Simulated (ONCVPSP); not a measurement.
## Reading a pseudo-wave (titanium (Ti))

Columns: radius, all-electron u(r) and pseudo u(r) of the 3s shell (level -60.74 eV) of titanium in the configuration [Ne] 3s2 3p6 3d2.5 4s1.5; PBE, scalar-relativistic, ONCV scheme, ONCVPSP 4.0.1.

```json
{"r (bohr)": "0.113", "all-electron": "-0.1695", "pseudo": "0.2050"}
{"r (bohr)": "0.225", "all-electron": "-0.5784", "pseudo": "0.4002"}
{"r (bohr)": "0.338", "all-electron": "-0.2806", "pseudo": "0.5810"}
{"r (bohr)": "0.450", "all-electron": "0.2269", "pseudo": "0.7361"}
{"r (bohr)": "0.563", "all-electron": "0.6668", "pseudo": "0.8608"}
{"r (bohr)": "0.675", "all-electron": "0.9491", "pseudo": "0.9469"}
{"r (bohr)": "0.788", "all-electron": "1.0846", "pseudo": "0.9926"}
{"r (bohr)": "0.900", "all-electron": "1.1069", "pseudo": "0.9972"}
{"r (bohr)": "1.013", "all-electron": "1.0557", "pseudo": "0.9644"}
{"r (bohr)": "1.125", "all-electron": "0.9640", "pseudo": "0.9018"}
{"r (bohr)": "1.238", "all-electron": "0.8528", "pseudo": "0.8173"}
{"r (bohr)": "1.350", "all-electron": "0.7389", "pseudo": "0.7218"}
{"r (bohr)": "1.463", "all-electron": "0.6289", "pseudo": "0.6224"}
{"r (bohr)": "1.575", "all-electron": "0.5295", "pseudo": "0.5277"}
{"r (bohr)": "1.688", "all-electron": "0.4407", "pseudo": "0.4404"}
{"r (bohr)": "1.800", "all-electron": "0.3647", "pseudo": "0.3646"}
{"r (bohr)": "1.913", "all-electron": "0.2994", "pseudo": "0.2994"}
{"r (bohr)": "2.025", "all-electron": "0.2450", "pseudo": "0.2450"}
{"r (bohr)": "2.138", "all-electron": "0.1994", "pseudo": "0.1993"}
{"r (bohr)": "2.250", "all-electron": "0.1620", "pseudo": "0.1619"}
{"r (bohr)": "2.363", "all-electron": "0.1310", "pseudo": "0.1310"}
{"r (bohr)": "2.475", "all-electron": "0.1059", "pseudo": "0.1059"}
{"r (bohr)": "2.588", "all-electron": "0.0853", "pseudo": "0.0853"}
{"r (bohr)": "2.700", "all-electron": "0.0687", "pseudo": "0.0687"}
{"r (bohr)": "2.813", "all-electron": "0.0551", "pseudo": "0.0551"}
{"r (bohr)": "2.925", "all-electron": "0.0443", "pseudo": "0.0443"}
```

How many radial nodes do the two functions have?

The all-electron 3s function has n − l − 1 = 2 (the table is too coarse to show those close to the nucleus); the pseudo-wave has 0, since the states of the same l below it are removed with the core.

At about which radius was the pseudo-wave matched?

1.85 bohr. The columns agree to 0.0005 from 1.69 bohr on; several derivatives are matched, so the curves merge somewhat inside the radius.

Where does each function peak?

Outermost all-electron maximum near 0.90 bohr, pseudo maximum near 0.90 bohr (to the table’s step).

Is the pseudo-wave norm-conserving?

Yes: the ONCV scheme keeps the norm inside the radius equal to the all-electron one, which fixes the energy derivative of the logarithmic derivative at the level.
